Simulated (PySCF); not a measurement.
C3H6O, SMILES OC(=C)C. Atoms are numbered in the order given.

```xyz
10

C      1.0243    -0.9939     0.0000
C      0.0408    -0.0830     0.0000
C      0.2455     1.3943     0.0000
O     -1.2769    -0.3921     0.0000
H      0.8105    -2.0668     0.0000
H      2.0687    -0.6834     0.0000
H     -0.2339     1.8415    -0.8851
H      1.3115     1.6511     0.0000
H     -0.2339     1.8415     0.8851
H     -1.3711    -1.3516     0.0000
```

Geometry optimised at PBE0-D3(BJ)/def2-SVP. The values are those of a single conformer.

Two levels are set side by side: PBE/pcSseg-1 (PySCF) and PBE0/pcSseg-1 (PySCF). GIAO shifts against H2O (¹⁷O), TMS (¹H), TMS (¹³C) at the same level; non-relativistic, no solvent, atoms listed together averaged. Differences are taken from unrounded values.

```json
[
 {"quantity": "δ(¹³C) of C1 (ppm)", "PBE": "84.2"},
 {"quantity": "δ(¹³C) of C2 (ppm)", "PBE": "165.2"},
 {"quantity": "δ(¹³C) of C3 (ppm)", "PBE": "23.1"},
 {"quantity": "δ(¹⁷O) of O4 (ppm)", "PBE": "153.6"},
 {"quantity": "δ(¹H) of H5, H6 (ppm)", "PBE": "4.05"},
 {"quantity": "δ(¹H) of H10 (ppm)", "PBE": "4.23"}
]
```

**Question.** These are the PBE values. What does PBE0 give? (The exact figures need the calculation; the answer reports its results.)

**Answer.** 
```json
[
 {"quantity": "δ(¹³C) of C1 (ppm)", "PBE0": "87.0", "PBE minus PBE0": "-2.8"},
 {"quantity": "δ(¹³C) of C2 (ppm)", "PBE0": "167.2", "PBE minus PBE0": "-2.0"},
 {"quantity": "δ(¹³C) of C3 (ppm)", "PBE0": "23.2", "PBE minus PBE0": "0.0"},
 {"quantity": "δ(¹⁷O) of O4 (ppm)", "PBE0": "140.2", "PBE minus PBE0": "13.4"},
 {"quantity": "δ(¹H) of H5, H6 (ppm)", "PBE0": "4.16", "PBE minus PBE0": "-0.11"},
 {"quantity": "δ(¹H) of H10 (ppm)", "PBE0": "4.20", "PBE minus PBE0": "0.03"}
]
```

Rough cost on one machine, each run with all the roots and properties that it gave: PBE0 against PBE within a factor of 2.
